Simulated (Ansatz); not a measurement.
Mulliken charges of `S=CBS` from r2SCAN/def2-TZVPP in Ansatz (PBE0-D4/def2-TZVP geometry).

| atom | x (Å) | y (Å) | z (Å) | charge (e) |
| --- | --- | --- | --- | --- |
| S1 | 0.068 | 0.698 | 1.898 | -0.131 |
| C2 | -0.293 | 0.889 | 0.336 | -0.056 |
| B3 | -0.065 | -0.187 | -0.795 | 0.046 |
| S4 | 0.619 | -1.767 | -0.439 | -0.093 |
| H5 | -0.731 | 1.844 | 0.037 | 0.109 |
| H6 | -0.356 | 0.050 | -1.927 | 0.017 |
| H7 | 0.758 | -1.527 | 0.890 | 0.108 |

Task: By hand: the dipole of these point charges (1 e Å = 4.8032 D).

Result: Σ q r = (-0.057, 0.051, -0.196) e Å, of length 0.210 e Å = 1.01 D.

Task: How does the dipole of the full density compare? (Estimate.)

Result: Computed: (-0.049, 0.085, -0.074) e Å, 0.59 D; the point charges give 1.71 times that, at 33° from its direction.

Point charges leave out the atoms' own dipoles, such as those of lone pairs, and Mulliken's split depends on the basis, so the two needn't agree.
